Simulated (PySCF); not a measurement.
**Mayer bond orders and bond lengths**

Species: C4H12N2OSi2.
Atom-mapped SMILES: `[CH3:1][Si:2]([CH3:3])([CH3:4])[O:5][Si@H:6]([NH2:7])[C:8]#[N:9]` (hydrogens: H10, H11, H12 on C1; H13, H14, H15 on C3; H16, H17, H18 on C4; H19 on Si6; H20, H21 on N7)

Geometry (GFN2-xTB, Å), atoms numbered from 1 in this order:
```
atom  x, y, z in Å
C1    -1.0606    1.3044   -1.2834
Si2   -0.8614    0.3068    0.3260
C3    -1.6859   -1.4007    0.1945
C4    -1.4634    1.2893    1.8388
O5     0.7448    0.0724    0.5927
Si6    2.1688   -0.5499    0.1678
N7     2.7451    0.2791   -1.2215
C8     1.9659   -2.3158   -0.4235
N9     1.8484   -3.4045   -0.7589
H10   -0.6219    0.7758   -2.1248
H11   -0.5698    2.2712   -1.2131
H12   -2.1058    1.4850   -1.5144
H13   -1.5845   -1.9583    1.1211
H14   -2.7452   -1.3236   -0.0279
H15   -1.2239   -1.9937   -0.5899
H16   -2.5278    1.4899    1.7730
H17   -0.9525    2.2442    1.9205
H18   -1.2865    0.7434    2.7603
H19    2.9483   -0.5426    1.4047
H20    2.6846    1.2839   -1.2489
H21    3.5746   -0.0394   -1.6936
```

Bond orders from the PBE0/pcSseg-1 density (PySCF). The structure is a single GFN2-xTB conformer in the gas phase; no vibrational or solvent corrections.

How far do the computed orders between heavy atoms stray from the drawn ones?

The largest departure is 0.239, at Si6–C8 (drawn single, 0.761). Drawn single, order below 0.88: Si2–O5 (0.839) and Si6–C8 (0.761).

Give the Mayer order of every bond between heavy atoms, beside its length.

| bond | drawn as | length (Å) | Mayer order |
| --- | --- | --- | --- |
| C1–Si2 | single | 1.904 | 0.951 |
| Si2–C3 | single | 1.901 | 0.969 |
| Si2–C4 | single | 1.902 | 0.956 |
| Si2–O5 | single | 1.645 | 0.839 |
| O5–Si6 | single | 1.611 | 1.010 |
| Si6–N7 | single | 1.717 | 1.064 |
| Si6–C8 | single | 1.873 | 0.761 |
| C8–N9 | triple | 1.145 | 2.926 |

Bonds between the same two heavy elements. C–Si: lowest Si6–C8 (0.761, 1.873 Å), highest Si2–C3 (0.969, 1.901 Å); in 3 of the 6 pairs the longer bond (by over 0.003 Å) has the higher order (by 0.02 or more). O–Si: lowest Si2–O5 (0.839, 1.645 Å), highest O5–Si6 (1.010, 1.611 Å).

And the bonds to hydrogen?

C–H: 0.94 to 0.96 (9 bonds); H–Si: 0.89 (1 bond); H–N: 0.94 to 0.95 (2 bonds).

Sum the orders of all bonds at each heavy atom with more than one neighbour and set the sums beside the valence in the SMILES.

C1 3.816 (drawn 4), Si2 3.715 (drawn 4), C3 3.823 (drawn 4), C4 3.823 (drawn 4), O5 1.849 (drawn 2), Si6 3.724 (drawn 4), N7 2.955 (drawn 3), C8 3.687 (drawn 4). Orders between atoms that aren't bonded are not in these sums.

Mayer orders depend on the basis set.

These values come from a run that also computed NMR shieldings. The run took 3.1 min wall, 2.8 min CPU (grids of density and orbitals included) on one thread, Intel Xeon at 2.50 GHz (x86_64), on a shared host, and the process peaked at 1.1 GiB of memory.
